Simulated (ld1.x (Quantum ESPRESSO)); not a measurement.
## Ranking TM potentials for Fe (Z = 26)

All share these settings but for the change named:

Fe (Z = 26), norm-conserving Troullier–Martins (Kleinman–Bylander form), made with ld1.x (Quantum ESPRESSO) 7.5 (PBEsol, scalar-relativistic). Core [Ar], reference 3d6 4s2 4p0. Waves: 4s (bound): rc 2.30 bohr; 4p (bound, empty): rc 3.10 bohr; 3d (bound): rc 0.95 bohr. Local part: all-electron potential smoothed inside 2.30 bohr (lloc = -1). Core correction: Bessel-smoothed model core inside 0.60 bohr.

Cutoff: the first of the cutoffs (Ry, on a coarse ladder) from which the occupation-weighted sum of valence levels, in a spherical-Bessel basis at the reference potential, stays within 10 and 1 mRy of its value at 400 Ry; the density cutoff is not measured.

The base gives 200 Ry.

Of 7 variants that were run, those that failed, showed a ghost or another fault, or gave nearly equal values are left out.

A variant can come out equal or close to the base.

Q: Rank these variants from softest to hardest (loose cutoff).
A. all radii but the core radius scaled by about 0.94 (s 2.16, p 2.92, d 0.90 bohr); local potential all-electron potential smoothed inside 2.16 bohr (lloc = -1)
B. all radii but the core radius scaled by about 1.09 (s 2.50, p 3.38, d 1.04 bohr); local potential all-electron potential smoothed inside 2.50 bohr (lloc = -1)
C. all radii but the core radius scaled by about 0.87 (s 2.00, p 2.68, d 0.82 bohr); local potential all-electron potential smoothed inside 2.00 bohr (lloc = -1)
D. all radii but the core radius scaled by about 1.27 (s 2.92, p 3.94, d 1.20 bohr); local potential all-electron potential smoothed inside 2.92 bohr (lloc = -1)

A: D (140 Ry), B (180 Ry), A (230 Ry), C (260 Ry).
